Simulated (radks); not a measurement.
Species: Sm+. Configuration: [Xe] 4f6 5d0.5 6s0.5 (fractional occupations, a model configuration). Calculated with a radial shooting solver on a logarithmic mesh with Libxc functionals: scalar-relativistic Kohn-Sham, r2SCAN, spin-polarised, spherical densities, finite nucleus; open shells are filled with parallel spins first (spin-orbit coupling, left out, can overturn this in heavy ions); meta-GGA in the generalised Kohn-Sham scheme; Fermi nuclear charge, rms radius 5.0819 fm.

Normalised radial functions P(r) = r R(r), r in bohr:

```
   r/bohr * 5s down, o 5p up (the largest magnitude, 0.922, reaches the edge; | marks zero, & curves that meet)
 0.001749                             o *
 0.002371                             o *
 0.003213                             o  *
 0.004389                             o  *
 0.005949                             |o  *
 0.008062                             |o  *
  0.01101                             |o  *
  0.01493                             | o *
  0.02023                             |  &
  0.02764                             *    o
  0.03746                          *  |     o
  0.05076                       *     |     o
  0.06935                      *      |    o
  0.09399                          *  |o
   0.1274                        o    |   *
    0.174                    o        |         *
   0.2358                       o     |      *
   0.3196                        *    |   o
   0.4367              *              |            o
   0.5918                    *        |         o
   0.8021                        o    |          *
    1.087        o                    |                         *
    1.485   o                         |                          *
    2.013         o                   |                *
    2.728                   o         |     *
    3.726                          o  |*
     5.05                            o*
    6.844                             &
     9.35                             &
    12.67                             &
```

5s down: eigenvalue -47.346 eV, 4 radial nodes at r = 0.0278, 0.110, 0.288, 0.687 bohr, <r> = 1.44 bohr, 90 % of the charge inside 2.08 bohr. 5p up: eigenvalue -30.022 eV, 3 radial nodes at r = 0.0984, 0.290, 0.735 bohr, <r> = 1.65 bohr, 90 % of the charge inside 2.42 bohr.
